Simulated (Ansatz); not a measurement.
Job for Ansatz (a quantum-chemistry and plane-wave program): R-CCSD(T)/cc-pV(D+d)Z on H3NSSi (SMILES N[Si]S), a point of a torsion scan. Files ending in .json are basis or fitting sets from the Basis Set Exchange.

Ansatz 0.2 input:
```yaml
crystal:
  periodic: [false, false, false]
  atoms:
    - {symbol: N, position_ang: [-1.26893989, 0.10501951, 0.24812035]}
    - {symbol: Si, position_ang: [-0.65505044, -1.05524674, 1.35835426]}
    - {symbol: S, position_ang: [0.33961054, -2.43344910, -0.05702836]}
    - {symbol: H, position_ang: [-0.98879249, 1.07003012, 0.31826587]}
    - {symbol: H, position_ang: [-1.34692540, -0.14504050, -0.73173860]}
    - {symbol: H, position_ang: [0.63769379, -3.34343933, 0.85755619]}
basis:
  gaussian:
    orbitals: cc-pV_D+d_Z.json
magnetization: {spin_polarized: false}
correlation: {method: ccsd_t, electrons: outside_noble_gas}
scf: {lower_state_search: off}
```

Program output:

```
WARN ansatz: RAYON_NUM_THREADS=1 ignored (pool sized by the plan → 1); use --threads N
Functional definition: HF
these checks for a lower state are left out or cut short: stability, starts, cluster_reference, orbital_swaps, neighbouring_geometries, increment
integrals: 0.06 GiB planned
754 factors; integrals over basis functions are off by at most 1.4e-3 eV
mean field: 0.17 GiB planned
mean field evaluation 1: about -20207.3435 eV, gradient 3.0e1 eV
mean field evaluation 2: about -20207.3817 eV, gradient 3.0e1 eV
mean field evaluation 4: about -20209.6958 eV, gradient 2.7e0 eV
mean field evaluation 8: about -20209.7387 eV, gradient 2.3e-1 eV
mean field -20209.73923979 eV, -742.6942184091 hartree, gradient 1.1e-6 eV, S^2 0.000000; 0 other end points of the search recorded, 0 dependent functions left out
11 core orbitals not correlated
reference -20209.73923979 eV, -742.6942184091 hartree; 9, 9 occupied and 55, 55 virtual orbitals, 754 factors
second order -10.59205482 eV of doubles, -0.00000000 eV of singles
coupled cluster: 0.16 GiB planned
cycle   1  -11.26318124 eV  change   -6.7e-1 eV  update   9.0e-2
cycle   2  -11.60566656 eV  change   -3.4e-1 eV  update   3.0e-2
cycle   3  -11.68165676 eV  change   -7.6e-2 eV  update   1.6e-2
cycle   4  -11.67580666 eV  change    5.9e-3 eV  update   4.8e-3
cycle   5  -11.67491053 eV  change    9.0e-4 eV  update   2.0e-3
cycle   6  -11.67478203 eV  change    1.3e-4 eV  update   7.3e-4
cycle   7  -11.67464705 eV  change    1.3e-4 eV  update   2.7e-4
cycle   8  -11.67471381 eV  change   -6.7e-5 eV  update   1.1e-4
cycle   9  -11.67473286 eV  change   -1.9e-5 eV  update   4.4e-5
cycle  10  -11.67471898 eV  change    1.4e-5 eV  update   1.9e-5
perturbative correction -0.36665407 eV, -0.0134742886 hartree
Total energy: -20221.78061285 eV, -743.1367307069 hartree
Checks for a lower state left out: stability, starts, cluster_reference, orbital_swaps, neighbouring_geometries, increment
```

The calculation finished and met its thresholds.

Cost: around 2.1 core-seconds (rough).
